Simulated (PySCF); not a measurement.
## Levels of Ga(18+) from EOM-EA-GCCSD

Reference: closed-shell Ga(19+), [Ne] 3s2; one electron is added. Calculated with PySCF 2.14, two-component X2C-1e with screened spin-orbit coupling, an even-tempered Gaussian basis (18 s from 0.67 bohr⁻², ratio 2.6; 13 p from 0.87 bohr⁻², ratio 2.6; 7 d from 0.89 bohr⁻², ratio 2.8; 4 f from 14 bohr⁻², ratio 2.8); frozen 1s2; the 48 highest virtual spinors dropped; of the others 56 kept and the rest restored at second order. No Breit or QED terms. Binding energies in eV.

```json
{"level": "3p1/2", "Koopmans": "680.25", "second order": "682.01", "EOM-CCSD": "681.84"}
{"level": "3p3/2", "Koopmans": "674.21", "second order": "676.01", "EOM-CCSD": "675.91"}
{"level": "3d3/2", "Koopmans": "602.93", "second order": "near a pole", "EOM-CCSD": "600.53"}
```

Electric-dipole lines between these computed levels:

```
lower  upper  ΔE (eV)  vacuum wavelength (nm)
3p1/2  3d3/2   81.318                   15.25
3p3/2  3d3/2   75.384                   16.45
```

In EOM-CCSD the overlap with the one-orbital guess is low for 3d3/2 (weight 0.82). That can mean mixing with two-particle, one-hole states, where second order and EOM-CCSD lose accuracy, or only a rotation among the degenerate components of the shell; the terms of those configurations are not listed.

For comparison, the ionisation energy of Ga(18+) is 677 ± 3 eV (semi-empirical (NIST evaluation); NIST Atomic Spectra Database, ionization energies).

Only part of the computed levels is shown.
